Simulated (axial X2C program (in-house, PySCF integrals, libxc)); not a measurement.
Worked dissociation energy of MgSn: CCSD, scalar-relativistic

Computed with an in-house relativistic program for diatomic molecules. Spin-free means the one-electron spin-free X2C Hamiltonian. Basis: Sn dyall-cv3z [11s12p9d4f1g], Mg dyall-cv3z [9s8p6d3f] (cores contracted in-house); Gaussian nuclei, density fitting, unrestricted open shells. Masses: Sn 119.902 u, Mg 23.985 u.

Molecular state: M_S = 1, Λ = 0 (beyond evenly filled blocks: π+α, π-α).

Correlated methods: 6 electrons correlated (number of frozen shells: Sn 4 s, 3 p, 2 d; Mg 2 s, 1 p), 304 virtual spin orbitals or spinors in MP2, 89 natural virtuals in coupled cluster.

```
E(Sn) (2M_S = 2, M_L = 0) : -6173.890008 hartree
E(Mg) (2M_S = 0, M_L = 0) : -199.955632 hartree
E(MgSn) at Re             : -6373.868317 hartree
ωe                        : 203.9 cm⁻¹
ωexe                      : 1.84 cm⁻¹
```

(1) Work out De and D0.

The state is one determinant whose occupation by symmetry is held fixed; it was picked as the lowest of a PBE0 search that is not exhaustive. De is counted from the lowest determinant-based energies of the atoms at the same level, without counterpoise correction. CCSD ran in a truncated set of natural virtual spinors with an MP2 remainder; without triples it tends to underbind. PBE0 can misorder states that lie within some tenths of an eV, so this need not be the ground state of the molecule. The nearest other spin-free determinant of the search, M_S = 0, Λ = 2, lies 0.67 eV up at the distance of the search. The determinant is spin-polarised beyond a pure state at some levels (its spin-free form has ⟨S²⟩ too high), which makes Re and μ there less reliable. The T1 diagnostic is large, a sign of multireference character. With the outer-core shells frozen, correlated bond lengths of heavy atoms tend to come out a few hundredths of an ångström too long. Spin-free De lacks the spin–orbit lowering of the heavy p-block atom, a tenth of an eV or more for 4p and 5p, up to an eV for 6p and one to two eV for 7p atoms, less what an open-shell molecule gains itself.

Each atomic determinant is the lowest at this level and need not be a pure term. Totals compare only within one Hamiltonian and basis.

## Answers

(1) De = -6173.890008 + (-199.955632) − (-6373.868317) = 0.02268 hartree = 0.617 eV. The zero-point energy is ωe/2 − ωexe/4 = 101 cm⁻¹ = 0.013 eV, so D0 = 0.604 eV.
